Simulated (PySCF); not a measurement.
**From computed data to an observable: refractive index and permittivity of the vapour**

C3H9Si, SMILES C[Si](C)C, multiplicity 2.

Geometry: r2SCAN-D4/def2-SVP.

PBE/def2-TZVP in PySCF gives a mean static polarisability of 69.6 bohr³ and a dipole moment of 0.71 D. Take an ideal gas at 298.15 K and 1 bar, whether or not the substance is that volatile.

Work out n − 1 in the optical limit and the static ε − 1.


Polarisability volume α' = 69.6 × 0.148185 = 10.31 Å³. Number density N = p/kT = 2.43e-5 Å⁻³.
Dilute limit of Lorentz–Lorenz: n − 1 = 2π N α' = 0.0016.
Orientation term of Debye: μ²/(3kT) = 8.098 Å³ × μ²(D²) = 4.08 Å³.
ε − 1 = 4π N (α' + μ²/3kT) = 0.0044. Orientation of the dipole supplies 28 % of the static response; it can't follow optical fields. Vibrational polarisation and dispersion are left out.
